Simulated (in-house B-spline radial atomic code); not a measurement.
## Ionising Mo+ with different functionals

Computed with a B-spline radial code for spherical atoms: four-component Dirac-Coulomb Hamiltonian, Fermi nucleus of rms radius 4.4091 fm, spin-restricted, spherical fractional occupations for the functionals. The ionisation energy is the difference of two self-consistent energies, [Kr] 4d5 → [Kr] 4d4, without Breit or QED terms; ε is the level of the shell that loses the electron (mean over j). The electron is taken from both j subshells in proportion to 2j + 1, so the result is a j average, not the step between ground levels.

Hybrids are left out here: with spherical fractional occupations of an open shell their exact exchange keeps a self-interaction that integer-occupation calculations don't have.

| method | rung | ΔSCF (eV) | -ε(4d) (eV) |
| --- | --- | --- | --- |
| LDA VWN5 | LDA | 15.70 | 10.66 |
| relativistic LDA | LDA | 15.71 | 10.67 |
| LDA PW92 | LDA | 15.70 | 10.66 |
| LDA exchange-only | LDA | 14.40 | 9.46 |
| PBE | GGA | 15.46 | 10.41 |
| PBEsol | GGA | 15.45 | 10.42 |
| BLYP | GGA | 15.40 | 10.37 |
| RPBE | GGA | ? | ? |
| PW91 | GGA | 15.52 | 10.47 |
| BP86 | GGA | ? | ? |
| AM05 | GGA | 15.43 | 10.39 |
| OLYP | GGA | 15.35 | 10.25 |

Q: What does RPBE give?

A: ΔSCF 15.38 eV, and -ε(4d) = 10.33 eV.

Q: What does BP86 give?

A: ΔSCF 15.58 eV, and -ε(4d) = 10.55 eV.

Q: How do they compare with the NIST value?

A: NIST lists 16.2 eV ± 0.12 (semi-empirical, ground level to ground level). Errors run from -1.76 to -0.45 eV; relativistic LDA is closest (-0.45 eV), though others lie within the uncertainty of it, and part of that can be cancellation, since the calculations leave out Breit-QED terms, spin polarisation, the choice among j levels, multiplet and fine-structure energies.
